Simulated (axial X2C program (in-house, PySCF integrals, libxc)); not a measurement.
# BiAs: from the spin-free to the two-component result

Calculated with an axial X2C code built on PySCF integrals. Spin-free means the one-electron spin-free X2C Hamiltonian; two-component (2c) means X2C with spin–orbit coupling and atomic mean-field two-electron Coulomb and Gaunt terms, so the difference of the two also holds small scalar two-electron terms. Basis: Bi dyall-cv3z [12s14p10d6f1g], As dyall-cv3z [9s9p6d4f1g] (cores contracted in-house); Gaussian nuclei, density fitting, unrestricted open shells. Masses: Bi 208.980 u, As 74.922 u.

Spin-free state: M_S = 0, Λ = 0 (closed shell); fragments Bi + As.

```json
{"level": "PBE0", "Re (Å)": "2.350", "ωe (cm⁻¹)": "327.1", "De (eV)": "2.780", "μ (D)": "-1.56"}
{"level": "HF", "Re (Å)": "2.316", "ωe (cm⁻¹)": "360.0", "De (eV)": "-0.503", "μ (D)": "-1.73"}
{"level": "CCSD", "Re (Å)": "2.383", "ωe (cm⁻¹)": "310.5", "De (eV)": "2.240", "μ (D)": "n/a"}
{"level": "CCSD(T)", "Re (Å)": "2.408", "ωe (cm⁻¹)": "291.9", "De (eV)": "2.617", "μ (D)": "n/a"}
{"level": "PW91", "Re (Å)": "2.386", "ωe (cm⁻¹)": "303.6", "De (eV)": "3.391", "μ (D)": "-1.45"}
```

Correlated methods: 10 electrons correlated (number of frozen shells: Bi 5 s, 4 p, 3 d, 1 f; As 3 s, 2 p, 1 d), 282 virtual spin orbitals or spinors in MP2, 90 natural virtuals in coupled cluster.

Dipoles are positive if As is the positive end.

Two-component determinant lowest at the distance of the search:

Ω = 0 (closed shell); fragments Bi + As.

| level | Re (Å) | ωe (cm⁻¹) | De (eV) | μ (D) |
| --- | --- | --- | --- | --- |
| PBE0 | 2.370 | 305.1 | 2.395 | -1.71 |
| HF | 2.385 | 268.3 | -0.434 | -1.94 |
| CCSD | 2.400 | 294.5 | 1.923 | n/a |
| CCSD(T) | 2.413 | 289.0 | 2.233 | n/a |
| PW91 | 2.402 | 288.8 | 2.917 | -1.58 |

(1) From the two tables, how do the constants change at the CCSD(T) level (2c against spin-free)?

Occupations by symmetry block were frozen at the best pattern of an incomplete PBE0 search. Closed shells are restricted here (equal orbitals for both partners); the stretched side of such a curve lies too high. Dissociation energies refer to the lowest single-determinant-based atoms at the same level and basis. Coupled cluster ran in a truncated set of natural virtual spinors; the MP2 energy of the rest was added. (T) has no such correction and the atoms are truncated less, which lowers De at CCSD(T) by a hundredth of an eV or more. The T1 diagnostic is large, a sign of multireference character. With the outer-core shells frozen, correlated bond lengths of heavy atoms tend to come out a few hundredths of an ångström too long.

Answers

(1) At the CCSD(T) level Re increases by 0.005 Å and ωe decreases by 2.9 cm⁻¹; De changes by -0.384 eV.
